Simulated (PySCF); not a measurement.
## Substituent effects on core binding energies

Parent: `CB(F)F`, numbered `[CH3:1][B:2]([F:3])[F:4]`. One hydrogen on C1 is replaced. Theory: PySCF, delta-SCF UKS SCAN, pcX-2 on the ionised atom, pcseg-1 elsewhere, spin-free X2C. Binding energies are ΔSCF values: E(core-ionised, relaxed orbitals) − E(ground state) at a fixed geometry, referred to the vacuum level. Geometries: PBE0-D3(BJ)/def2-SVP; isolated species, one conformer each.

The parent's lines: B2 B 1s 199.77 eV; C1 C 1s 291.06 eV; F3/F4 F 1s 693.60 eV.

Task: How do the binding energies of the substituted atom and of the parent's carbons near it change?

Result: Changes against the parent, in eV:

```
substituent       molecule  C 1s of the substituted atom  its change
       BMe2    CB(C)CB(F)F                        290.13       -0.93
     B(OH)2    OB(O)CB(F)F                        290.21       -0.85
       C2H5       CCCB(F)F                        290.72       -0.34
isopropenyl   C=C(C)CB(F)F                        290.79       -0.27
       OiPr   CC(C)OCB(F)F                        292.14       +1.08
 N-pyrrolyl  FB(F)Cn1cccc1                        292.22       +1.16
```

At the substituted atom the change runs from -0.93 eV (BMe2) to +1.16 eV (N-pyrrolyl).

Task: List all computed levels of each derivative.

Result: 
- `CB(C)CB(F)F`: B 1s: 195.87 (area 1), 199.23 (area 1) eV; C 1s: 290.13 (area 1), 290.17 (area 2) eV; F 1s: 693.32 eV
- `OB(O)CB(F)F`: B 1s: 197.78 (area 1), 199.22 (area 1) eV; C 1s: 290.21 eV; O 1s: 539.55 eV; F 1s: 693.18 eV
- `CCCB(F)F`: B 1s: 199.45 eV; C 1s: 290.72 (area 1), 290.74 (area 1), 290.89 (area 1) eV; F 1s: 693.46 eV
- `C=C(C)CB(F)F`: B 1s: 199.20 eV; C 1s: 289.94 (area 1), 290.79 (area 1), 290.89 (area 1), 290.93 (area 1) eV; F 1s: 693.44 eV
- `CC(C)OCB(F)F`: B 1s: 199.50 eV; C 1s: 290.66 (area 2), 292.11 (area 1), 292.14 (area 1) eV; O 1s: 538.28 eV; F 1s: 693.59 eV
- `FB(F)Cn1cccc1`: C 1s: 289.72 (area 2), 290.56 (area 2), 292.22 (area 1) eV; N 1s: 406.15 eV; F 1s: 693.75 eV

Areas count equivalent atoms. 3 of these hole states are spin-contaminated (⟨S²⟩ up to 0.99, against 0.75; counted from 0.85) and less certain. Lists may lack sites without a reliable hole state.
